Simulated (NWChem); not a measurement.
Program: NWChem. System: HF2Ga, charge 0, spin multiplicity 1, at a geometry optimised with PBE/def2-SVP. The structure started from a generated list of species. Level: G0W0@PBE/def2-TZVPP, RI basis def2-tzvpp-rifit.

Job file:

```
start mol
memory heap 200 mb stack 700 mb global 1700 mb
geometry units angstroms nocenter noautoz
  Ga     0.000000     0.000000    -0.321683
  H      0.000000     0.000000    -1.874125
  F      1.461457     0.000000     0.658128
  F     -1.461457     0.000000     0.658128
  symmetry group C2v
end
basis spherical
  * library def2-tzvpp
end
basis "ri basis" bse spherical
  * library def2-tzvpp-rifit
end
dft
  xc xpbe96 cpbe96
  iterations 100
  direct
  tolerances tight
end
task dft energy
gw
  states alpha occ 4 vir 2
end
task dft gw
```

NWChem printed:

```
             Northwest Computational Chemistry Package (NWChem) 7.3.0
             --------------------------------------------------------

                                NWChem Input Module
                                -------------------

 Scaling coordinates for geometry "geometry" by  1.889725989
 (inverse scale =  0.529177249)

 Turning off AUTOSYM since
 SYMMETRY directive was detected!

                             Geometry "geometry" -> ""
                             -------------------------

 Output coordinates in angstroms (scale by  1.889725989 to convert to a.u.)

  No.       Tag          Charge          X              Y              Z
 ---- ---------------- ---------- -------------- -------------- --------------
    1 Ga                  31.0000     0.00000000     0.00000000    -0.32168300
    2 H                    1.0000     0.00000000     0.00000000    -1.87412500
    3 F                    9.0000     1.46145700     0.00000000     0.65812800
    4 F                    9.0000    -1.46145700     0.00000000     0.65812800

 Effective nuclear repulsion energy (a.u.)     196.3090646250

            Nuclear Dipole moment (a.u.)
            ----------------------------
        X                 Y               Z
 ---------------- ---------------- ----------------
     0.0000000000     0.0000000000     0.0000113384

      Symmetry information
      --------------------

 Group name             C2v
 Group number             16
 Group order               4
 No. of unique centers     3

      Symmetry unique atoms

     1    2    3


 Summary of "ao basis" -> "" (spherical)
 ------------------------------------------------------------------------------
       Tag                 Description            Shells   Functions and Types
 ---------------- ------------------------------  ------  ---------------------
 *                         def2-tzvpp                 on all atoms

 new library libraries.bse/

 Summary of "ri basis" -> "" (spherical)
 ------------------------------------------------------------------------------
       Tag                 Description            Shells   Functions and Types
 ---------------- ------------------------------  ------  ---------------------
 *                      def2-tzvpp-rifit              on all atoms

  pbe96 is a nonlocal functional; adding pw91lda local functional.

                                 NWChem DFT Module
                                 -----------------

 Summary of "ao basis" -> "ao basis" (spherical)
 ------------------------------------------------------------------------------
       Tag                 Description            Shells   Functions and Types
 ---------------- ------------------------------  ------  ---------------------
 Ga                        def2-tzvpp               16       48   6s5p4d1f
 H                         def2-tzvpp                6       14   3s2p1d
 F                         def2-tzvpp               11       31   5s3p2d1f

 Summary of "ao basis" -> "ao basis" (spherical)
 ------------------------------------------------------------------------------
       Tag                 Description            Shells   Functions and Types
 ---------------- ------------------------------  ------  ---------------------
 Ga                        def2-tzvpp               16       48   6s5p4d1f
 H                         def2-tzvpp                6       14   3s2p1d
 F                         def2-tzvpp               11       31   5s3p2d1f

      Symmetry analysis of basis
      --------------------------

        a1         49
        a2         16
        b1         35
        b2         24

            General Information
            -------------------
          SCF calculation type: DFT
          Wavefunction type:  closed shell.
          No. of atoms     :     4
          No. of electrons :    50
           Alpha electrons :    25
            Beta electrons :    25
          Charge           :     0
          Spin multiplicity:     1
          Use of symmetry is: on ; symmetry adaption is: on
          Maximum number of iterations: 100
          This is a Direct SCF calculation.
          AO basis - number of functions:   124
                     number of shells:    44
          Convergence on energy requested:  1.00D-06
          Convergence on density requested:  1.00D-05
          Convergence on gradient requested:  5.00D-04

              XC Information
              --------------
          PerdewBurkeErnzerhof Exchange Functional  1.000
            Perdew 1991 LDA Correlation Functional  1.000 local
           PerdewBurkeErnz. Correlation Functional  1.000 non-local

             Grid Information
             ----------------
          Grid used for XC integration:  medium
          Radial quadrature: Mura-Knowles
          Angular quadrature: Lebedev.
          Tag              B.-S. Rad. Rad. Pts. Rad. Cut. Ang. Pts.
          ---              ---------- --------- --------- ---------
          Ga                  1.30      112           8.0       590
          H                   0.35       45           8.0       434
          F                   0.50       49           9.0       434
          Grid pruning is: on
          Number of quadrature shells:   206
          Spatial weights used:  Erf1

          Convergence Information
          -----------------------
          Convergence aids based upon iterative change in
          total energy or number of iterations.
          Levelshifting, if invoked, occurs when the
          HOMO/LUMO gap drops below (HL_TOL):  1.00D-02
          DIIS, if invoked, will attempt to extrapolate
[...]
 LUMO         =      -0.024825

      Symmetry analysis of molecular orbitals - initial
      -------------------------------------------------

  Numbering of irreducible representations:

     1 a1          2 a2          3 b1          4 b2

  Orbital symmetries:

     1 a1          2 a1          3 a1          4 b1          5 b2
     6 a1          7 b1          8 a1          9 a1         10 b1
    11 b2         12 a1         13 b1         14 a1         15 b1
    16 a2         17 b2         18 a1         19 a1         20 b1
    21 a1         22 b2         23 a2         24 b1         25 a1
    26 a1         27 b2         28 b1         29 a1         30 a1
    31 b2         32 b1         33 a1         34 a2         35 b2

   convergence    iter        energy       DeltaE   RMS-Dens  Diis-err    time
 ---------------- ----- ----------------- --------- --------- ---------  ------
 d= 0,ls=0.0,diis     1  -2124.6724298854 -2.32D+03  1.66D-02  1.72D+00     1.7
 d= 0,ls=0.0,diis     2  -2123.6474719175  1.02D+00  1.22D-02  1.29D+01     2.8
 d= 0,ls=0.0,diis     3  -2124.8260245807 -1.18D+00  1.24D-03  9.32D-02     3.8
 d= 0,ls=0.0,diis     4  -2124.8264362777 -4.12D-04  7.02D-04  8.92D-02     4.9
 d= 0,ls=0.0,diis     5  -2124.8295813499 -3.15D-03  1.53D-04  7.85D-04     6.0
 d= 0,ls=0.0,diis     6  -2124.8296405706 -5.92D-05  1.57D-05  4.03D-06     7.0
 d= 0,ls=0.0,diis     7  -2124.8296408438 -2.73D-07  5.92D-06  7.38D-07     8.0

         Total DFT energy =    -2124.829640843792
      One electron energy =    -3354.592398276332
           Coulomb energy =     1129.344371152009
    Exchange-Corr. energy =      -95.890678344434
 Nuclear repulsion energy =      196.309064624966

 Numeric. integr. density =       49.999983270434

     Total iterative time =      7.4s

                  Occupations of the irreducible representations
                  ----------------------------------------------

                     irrep           alpha         beta
                     --------     --------     --------
                     a1               12.0         12.0
                     a2                2.0          2.0
                     b1                7.0          7.0
                     b2                4.0          4.0

                       DFT Final Molecular Orbital Analysis
                       ------------------------------------

 Vector   23  Occ=2.000000D+00  E=-3.350314D-01  Symmetry=a2
              MO Center= -1.2D-14,  4.2D-14,  6.3D-01, r^2= 2.6D+00
   Bfn.  Coefficient  Atom+Function         Bfn.  Coefficient  Atom+Function
  ----- ------------  ---------------      ----- ------------  ---------------
    69      0.353585  3 F  py               100     -0.353585  4 F  py
    72      0.282123  3 F  py               103     -0.282123  4 F  py
    75      0.197369  3 F  py               106     -0.197369  4 F  py
    22     -0.102048  1 Ga d -2              37      0.041536  1 Ga d -2

 Vector   24  Occ=2.000000D+00  E=-3.277868D-01  Symmetry=b1
              MO Center=  2.8D-16, -1.1D-15,  6.2D-01, r^2= 2.6D+00
   Bfn.  Coefficient  Atom+Function         Bfn.  Coefficient  Atom+Function
  ----- ------------  ---------------      ----- ------------  ---------------
    68      0.276799  3 F  px                99      0.276799  4 F  px
    70     -0.227881  3 F  pz               101      0.227881  4 F  pz
    71      0.218401  3 F  px               102      0.218401  4 F  px
    73     -0.181368  3 F  pz               104      0.181368  4 F  pz
    74      0.148787  3 F  px               105      0.148787  4 F  px

 Vector   25  Occ=2.000000D+00  E=-3.194932D-01  Symmetry=a1
              MO Center= -1.7D-14,  6.5D-15, -4.5D-02, r^2= 3.2D+00
   Bfn.  Coefficient  Atom+Function         Bfn.  Coefficient  Atom+Function
  ----- ------------  ---------------      ----- ------------  ---------------
    70      0.298501  3 F  pz               101      0.298501  4 F  pz
    73      0.238516  3 F  pz               104      0.238516  4 F  pz
    51      0.185116  2 H  s                 50      0.178778  2 H  s
    76      0.162867  3 F  pz               107      0.162867  4 F  pz
    18     -0.145303  1 Ga pz                24     -0.141102  1 Ga d  0

 Vector   26  Occ=0.000000D+00  E=-8.191532D-02  Symmetry=b2
              MO Center=  6.3D-15, -2.0D-13, -5.0D-01, r^2= 3.4D+00
   Bfn.  Coefficient  Atom+Function         Bfn.  Coefficient  Atom+Function
  ----- ------------  ---------------      ----- ------------  ---------------
    20      0.617967  1 Ga py                17      0.510396  1 Ga py
    11     -0.193113  1 Ga py                69     -0.136069  3 F  py
   100     -0.136069  4 F  py                38     -0.115903  1 Ga d -1
    75     -0.110251  3 F  py               106     -0.110251  4 F  py
    72     -0.105541  3 F  py               103     -0.105541  4 F  py

 Vector   27  Occ=0.000000D+00  E=-7.628783D-02  Symmetry=a1
              MO Center=  2.8D-14, -6.1D-14, -3.9D-01, r^2= 3.4D+00
   Bfn.  Coefficient  Atom+Function         Bfn.  Coefficient  Atom+Function
  ----- ------------  ---------------      ----- ------------  ---------------
     6      0.988770  1 Ga s                 51     -0.543919  2 H  s
     5      0.508421  1 Ga s                 50     -0.229459  2 H  s
    67     -0.220173  3 F  s                 98     -0.220173  4 F  s
     4     -0.208216  1 Ga s                  3     -0.161017  1 Ga s
    68      0.149964  3 F  px                99     -0.149964  4 F  px

 Vector   28  Occ=0.000000D+00  E= 4.300641D-04  Symmetry=b1
              MO Center= -1.4D-14,  8.5D-16, -8.4D-01, r^2= 4.6D+00
   Bfn.  Coefficient  Atom+Function         Bfn.  Coefficient  Atom+Function
  ----- ------------  ---------------      ----- ------------  ---------------
    19      0.928656  1 Ga px                16      0.306612  1 Ga px
    40      0.228375  1 Ga d  1              67     -0.226953  3 F  s
    98      0.226953  4 F  s                 76      0.121391  3 F  pz
   107     -0.121391  4 F  pz                10     -0.120742  1 Ga px
    25     -0.118019  1 Ga d  1              70      0.108211  3 F  pz

 center of mass
 --------------
 x =   0.00000000 y =   0.00000000 z =   0.01655877

 moments of inertia (a.u.)
 ------------------
          96.853039653064           0.000000000000           0.000000000000
           0.000000000000         386.665315937828           0.000000000000
           0.000000000000           0.000000000000         289.812276284763

     Multipole analysis of the density
     ---------------------------------

     L   x y z        total         alpha         beta         nuclear
     -   - - -        -----         -----         ----         -------
     0   0 0 0     -0.000000    -25.000000    -25.000000     50.000000

     1   1 0 0     -0.000000     -0.000000     -0.000000      0.000000
     1   0 1 0      0.000000      0.000000      0.000000      0.000000
     1   0 0 1     -0.953412     -0.476712     -0.476712      0.000011

     2   2 0 0    -23.784572    -80.537816    -80.537816    137.291061
     2   1 1 0     -0.000000     -0.000000     -0.000000      0.000000
     2   1 0 1      0.000000      0.000000      0.000000      0.000000
     2   0 2 0    -17.083392     -8.541696     -8.541696      0.000000
     2   0 1 1      0.000000      0.000000      0.000000      0.000000
     2   0 0 2    -20.112150    -35.975944    -35.975944     51.839739

 Task  times  cpu:        8.0s     wall:        8.0s

                                NWChem Input Module
                                -------------------

                                 NWChem GW Module
                                 ----------------

                             ***********************
                             ***        GW       ***
                             ***********************

 Summary of "ri basis" -> "ri basis" (spherical)
 ------------------------------------------------------------------------------
       Tag                 Description            Shells   Functions and Types
 ---------------- ------------------------------  ------  ---------------------
 Ga                     def2-tzvpp-rifit            37      159   10s9p8d5f4g1h
 H                      def2-tzvpp-rifit            10       30   4s3p2d1f
 F                      def2-tzvpp-rifit            22       76   8s6p4d3f1g

                 Memory Information
                 ------------------
          Available GA per process is          1699.9 MBs
          Available stack per process is        700.0 MBs
          Available heap per process is           0.0 MBs

          Peak memory in Initialization
              Peak GA per process is                  9.7 MBs
              Peak stack per process is               0.2 MBs
              Peak heap per process is               10.2 MBs
              Memory not in MA per process            0.0 MBs

          Peak memory in AFF Calculation
              Peak GA per process is                 61.8 MBs
              Peak stack per process is              46.7 MBs
              Peak heap per process is                0.0 MBs
              Memory not in MA per process           46.7 MBs

          Computing 2-center integrals
          Computing Inverse Cholesky factor
          Computing 3-center integrals
          Computing V_xc ...

          Computing Sigma_x
          Computing RPA polarizability
          Solving quasiparticle equations

                  Alpha Orbitals
          State     Energy (eV)     Error (eV)
          -----------------------------------
@GW        22        -13.165           0.002
@GW        23        -12.771           0.002
@GW        24        -12.738           0.003
@GW        25        -12.461           0.002
@GW        26          0.628           0.002
@GW        27          1.178           0.002

   Applying  -3.7673 eV scissor-shift to rest of particle states

   Applying   2.8566 eV scissor-shift to rest of hole states

     GW Timing Statistics
   ------------------------
   Init.   :          0.1s
     ERIs  :          0.7s
     Distr.:          0.0s
     Vxc   :          0.1s
   Sigma_x :          0.0s
   RPA     :          1.6s
   Wmn     :          0.0s
   Sigma_c :          0.0s
   GW total:          2.5s

 Task  times  cpu:        2.5s     wall:        2.5s

 Total times  cpu:       10.5s     wall:       10.5s
```
